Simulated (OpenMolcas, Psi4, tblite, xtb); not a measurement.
**How methods differ on SiH2O2F2 (SMILES O[Si](O)(F)F)**

SiH2O2F2 has 7 atoms, charge 0, and is taken as a singlet. As SMILES, `O[Si](O)(F)F`. Geometry: relaxed at PBE0-D4/def2-TZVP. This is one conformer, not always the lowest.

```xyz
7

O    -1.1230    0.4438    0.8905
Si   -0.0111   -0.0181   -0.1773
O     1.3212   -0.3866    0.6467
F    -0.4835   -1.2627   -1.0336
F     0.2380    1.1318   -1.2361
H    -1.8293    1.0223    0.6022
H     1.9489   -0.9985    0.2620
```

Quantity: the HOMO–LUMO gap, in eV. The values are calculated.

| level | kind | program | value (eV) | CPU time |
| --- | --- | --- | --- | --- |
| GFN0-xTB | semi-empirical | xtb | 6.83 | under 2 s |
| IPEA1-xTB | semi-empirical | tblite | 7.53 | under 2 s |
| HF/def2-SVP | Hartree–Fock | OpenMolcas | 18.89 | 4.7 s |
| SVWN5/def2-SVP | LDA | OpenMolcas | 7.83 | 11 s |
| BLYP/def2-SVP | GGA | OpenMolcas | 7.59 | 15 s |
| TPSS/def2-SVP | meta-GGA | OpenMolcas | 8.17 | 21 s |
| PBE0-D4/def2-SVP (density fitting) | global hybrid | Psi4 | 10.74 | 4.7 s |
| B2PLYP/def2-SVP | double hybrid | OpenMolcas | 13.62 | 11 s |

The values span 6.83 to 18.89 eV. Orbital gaps aren't excitation energies, and those of double hybrids come from the SCF part alone; they tend to grow with the share of exact exchange. CPU times are rough (shared hosts, several kinds of processor): they show what a rung costs within a factor of a few.
